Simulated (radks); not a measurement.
The iridium ion Ir56+, configuration [Ar] 3d3 (the NIST ground configuration).

All-electron calculation, scalar-relativistic Kohn-Sham, LDA (Slater exchange, Perdew-Wang correlation), spin-unpolarised, spherical densities, point nucleus. Program: a radial shooting solver on a logarithmic mesh with Libxc functionals.

Energy parts (Ry):
total: -29535.1380
kinetic: 33434.2134
electron-nucleus: -66398.6268
Hartree: 3816.1186
exchange-correlation: -386.8432

Orbitals (lengths in bohr, moments of r in powers of bohr; <r^-3> diverges for s and p1/2):
orbital,occ.,eigenvalue (Ry),<1/r>,<r^4>,<r^-3>,<r^2>
1s,2,-5877.281,92.18,4.811e-07,-,0.0004197
2s,2,-1257.192,21.73,0.00006898,-,0.006336
2p,6,-1130.329,19.47,0.00005464,23320,0.005274
3s,2,-476.1017,8.526,0.002047,-,0.03729
3p,6,-438.7198,7.868,0.002097,6058,0.03710
3d,3,-403.6925,7.429,0.001434,783.7,0.02931
4s,0,-245.6933,4.408,0.02453,-,0.1336
4p,0,-230.8043,4.143,0.02669,2307,0.1384

The highest occupied level is 3d at -5492.5 eV. Summed over all electrons, <r^2> = 0.4303 bohr^2, which gives a Langevin (diamagnetic) susceptibility term of -0.341 x 10^-6 cm^3/mol. For comparison, the ionisation energy in NIST's Atomic Spectra Database is 5609 eV (theoretical). In exact Kohn-Sham theory the highest level is minus the ionisation energy, but local and semilocal functionals leave it too shallow, through self-interaction and a potential that decays too fast; potentials with the right tail come closer.

Beside tabulated values, note that spin-unpolarised runs miss the spin-polarisation part of the exchange energy of open shells.
